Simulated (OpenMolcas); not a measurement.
## F3+: the spin-orbit constant, worked from levels

```yaml
Program: OpenMolcas 26.06
Basis: ANO-RCC-VQZP [5s4p3d2f1g]
Scalar_Hamiltonian: DKH2, point nucleus
Active_space: 4 electrons in 4 orbitals (2s 2p)
State_averaging: 2S+1 = 3 even, 3 roots; 2S+1 = 1 even, 6 roots; 2S+1 = 5 odd, 1 root; 2S+1 = 3 odd, 9 roots; 2S+1 = 1 odd, 8 roots
Spin-orbit_coupling: state interaction with AMFI integrals over the reference wave functions, term energies averaged over their components
```

Methods: CASSCF; SS-CASPT2, IPEA 0.25 Eh, imaginary shift 0.1 Eh (closed shells correlated: 1s). Measured levels: Moore, Atomic Energy Levels, vol. I, NSRDS-NBS 35 (1971 reprint of NBS Circular 467, 1949).

**The spin-orbit constant.** For the Hund term 3P of p2, E(J) = (A/2) J(J+1) + constant and ζ = 2S·A = 2A. From J = 0 to J = 2 the energy changes by 3 A.

```
   Source  E(2) - E(0)      A    ζ
   CASSCF        631.0  210.3  421
SS-CASPT2        630.4  210.1  420
 measured        613.4  204.5  409
```

All in cm-1. SS-CASPT2 is off by +2.8 % and CASSCF by +2.9 %. Both methods take the spin-orbit matrix elements from the reference wave functions, so the second can move ζ only through the term energies and any multistate remixing. Second-order mixing with other terms is absorbed into this ζ.

Measured partners are found by configuration, term and J. A level has none where our copy of the source lacks it or the pairing is in doubt (some pairs that miss far off the trend of their configuration count as doubtful), and it then counts in no deviation. Only configurations of the active space appear.
